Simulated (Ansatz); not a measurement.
`[BH2][GeH2][SiH3]` + `N[SiH2][SiH2]F` → `[BH2][GeH2][F]` + `N[SiH2][SiH2][SiH3]`  (redistribution)

Program: Ansatz. Geometries: PBE0-D4/def2-TZVP. ΔE: electronic, gas phase. CCSD(T)/CBS adds triple-zeta CCSD(T) − MP2 to the extrapolated MP2 energy (def2 sets, frozen cores). DFT in def2-TZVPP. For Ge outer-core shells are correlated without core-valence functions, which leaves a few kJ/mol of doubt a bond. Scalar relativity is left out up to krypton. Each species was taken in one conformer, which may not be the lowest.

`[BH2][GeH2][SiH3]`:

Z-matrix (Å, degrees):
```
Ge
Si 1 2.394
B 1 2.040 2 105.9
H 1 1.540 2 106.8 3 -122.0
H 1 1.540 2 106.8 3 122.1
H 2 1.487 1 110.3 3 58.9
H 2 1.487 1 110.0 3 179.0
H 2 1.487 1 110.3 3 -61.0
H 3 1.194 1 120.5 2 -87.5
H 3 1.194 1 120.6 2 87.8
```

`N[SiH2][SiH2]F`:

Z-matrix (Å, degrees):
```
Si
Si 1 2.346
N 1 1.722 2 107.7
H 1 1.489 2 109.2 3 117.5
H 1 1.496 2 108.9 3 -126.5
F 2 1.612 1 108.6 3 52.8
H 2 1.487 1 112.3 3 -65.6
H 2 1.488 1 112.1 3 171.6
H 3 1.008 1 119.2 2 -48.4
H 3 1.008 1 120.0 2 169.3
```

`[BH2][GeH2][F]`:

Z-matrix (Å, degrees):
```
Ge
F 1 1.751
B 1 2.052 2 110.0
H 1 1.541 2 105.0 3 -122.4
H 1 1.541 2 105.0 3 122.4
H 3 1.194 1 119.1 2 -180.0
H 3 1.192 1 121.6 2 -0.0
```

`N[SiH2][SiH2][SiH3]`:

```xyz
13

N    -0.627    2.535    0.957
Si   -0.909    1.090    0.062
Si    0.961   -0.309    0.211
Si    0.559   -2.322   -0.909
H    -0.284    2.478    1.902
H    -1.253    3.318    0.851
H    -1.146    1.479   -1.355
H    -2.101    0.289    0.485
H     1.249   -0.608    1.645
H     2.165    0.353   -0.366
H     0.264   -2.059   -2.344
H    -0.614   -3.015   -0.309
H     1.736   -3.229   -0.828
```

| level | ΔE (eV) |
| --- | --- |
| r2SCAN-D4 | 0.81 |
| MP2/CBS(def2) | 0.92 |

Task: What does CCSD(T)/CBS give? (An estimate is asked.)

Result: The calculation gave: +0.87 eV. The listed levels differ from it by -0.06, 0.05 eV.

Largest T1 diagnostic among the species: 0.013.
